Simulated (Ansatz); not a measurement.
Ansatz (an electronic-structure program) job for NbI2, SMILES [I][Nb][I] (connectivity only; charge and spin as stated), neutral, multiplicity 4, CAM-B3LYP/def2-SVPD. Coordinates come from a PBE0-D3(BJ)/def2-SVP optimisation. The multiplicity is an assumed one; other spin states were not compared. The def2 effective core potentials stand for the cores of I, Nb; spin–orbit coupling is left out.

Ansatz 0.2 input:
```yaml
crystal:
  periodic: [false, false, false]
  atoms:
    - {symbol: Nb, position_ang: [0.00000000, 0.00000000, 0.00000000]}
    - {symbol: I, position_ang: [0.00000000, 0.00000000, -2.65430559]}
    - {symbol: I, position_ang: [0.00000000, 0.00000000, 2.65430559]}
basis:
  gaussian:
    orbitals: def2-SVPD
hamiltonian:
  xc: {name: CAM-B3LYP}
magnetization: {spin_polarized: true, initial_magnetization: 3}
```

Log of the run:

```
WARN ansatz: RAYON_NUM_THREADS=1 ignored (pool sized by the plan → 1); use --threads N
Functional definition: CAM-B3LYP
integrals: 0.07 GiB planned
1211 factors; integrals over basis functions are off by at most 2.7e-4 eV
integrals: 0.15 GiB planned
344 factors; integrals over basis functions are off by at most 3.9e-5 eV
mean field: 1.09 GiB planned
mean field evaluation 1: about -17751.4068 eV, gradient 6.1e0 eV
mean field evaluation 2: about -17751.7184 eV, gradient 4.9e0 eV
mean field evaluation 4: about -17751.9027 eV, gradient 6.9e-1 eV
mean field evaluation 8: about -17751.9599 eV, gradient 7.8e-2 eV
mean field evaluation 16: about -17751.9602 eV, gradient 3.9e-4 eV
mean field evaluation 32: about -17751.7188 eV, gradient 2.7e0 eV
mean field -17751.96022888 eV, -652.3725057006 hartree, gradient 4.0e-7 eV, S^2 3.767754; 2 other end points of the search recorded, 0 dependent functions left out
reference -17751.96035162 eV, -652.3725102111 hartree; 33, 30 occupied and 71, 74 virtual orbitals, 1211 factors
Total energy: -17751.96035162 eV, -652.3725102111 hartree
```

Self-consistency was reached.
